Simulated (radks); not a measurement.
Yb8+, configuration [Kr] 4d10 4f12 5s2 5p2. All-electron calculation, Dirac Kohn-Sham, LDA (Slater exchange, Perdew-Wang correlation), spin-unpolarised, spherical densities, point nucleus; open shells are shared between the two j in proportion to 2j + 1. Program: a radial shooting solver on a logarithmic mesh with Libxc functionals.

Unscreened Slater integrals over Kohn-Sham orbitals (hartree). Large and small components are both included. Empty in this configuration: 5d3/2.

integral            value
F0(4f7/2,4f7/2)    1.3753
F2(4f7/2,4f7/2)   0.66397
F4(4f7/2,4f7/2)   0.41850
F6(4f7/2,4f7/2)   0.30161
F0(4f7/2,4f5/2)    1.3834
F2(4f7/2,4f5/2)   0.66781
F4(4f7/2,4f5/2)   0.42092
G2(4f7/2,4f5/2)   0.66571
G4(4f7/2,4f5/2)   0.41966
G6(4f7/2,4f5/2)   0.30246
F0(4f7/2,5p3/2)   0.85900
F2(4f7/2,5p3/2)   0.29329
G2(4f7/2,5p3/2)   0.13243
G4(4f7/2,5p3/2)   0.10824
F0(4f7/2,5p1/2)   0.89870
G4(4f7/2,5p1/2)   0.12556
F0(4f7/2,5d3/2)   0.74837
F2(4f7/2,5d3/2)   0.21985
G3(4f7/2,5d3/2)  0.083120
G5(4f7/2,5d3/2)  0.065635
F0(4f5/2,4f5/2)    1.3916
F2(4f5/2,4f5/2)   0.67180
F4(4f5/2,4f5/2)   0.42346
F0(4f5/2,5p3/2)   0.86080
F2(4f5/2,5p3/2)   0.29092
G2(4f5/2,5p3/2)   0.12935
G4(4f5/2,5p3/2)   0.10609
F0(4f5/2,5p1/2)   0.90074
G2(4f5/2,5p1/2)   0.15356
F0(4f5/2,5d3/2)   0.74965
F2(4f5/2,5d3/2)   0.21775
G1(4f5/2,5d3/2)  0.090047
G3(4f5/2,5d3/2)  0.081501
F0(5p3/2,5p3/2)   0.71426
F2(5p3/2,5p3/2)   0.39038
F0(5p3/2,5p1/2)   0.73324
G2(5p3/2,5p1/2)   0.39490
F0(5p3/2,5d3/2)   0.65071
F2(5p3/2,5d3/2)   0.34400
G1(5p3/2,5d3/2)   0.42585
G3(5p3/2,5d3/2)   0.26922
F0(5p1/2,5p1/2)   0.75466
F0(5p1/2,5d3/2)   0.66364
G1(5p1/2,5d3/2)   0.40735
F0(5d3/2,5d3/2)   0.60442
F2(5d3/2,5d3/2)   0.32721
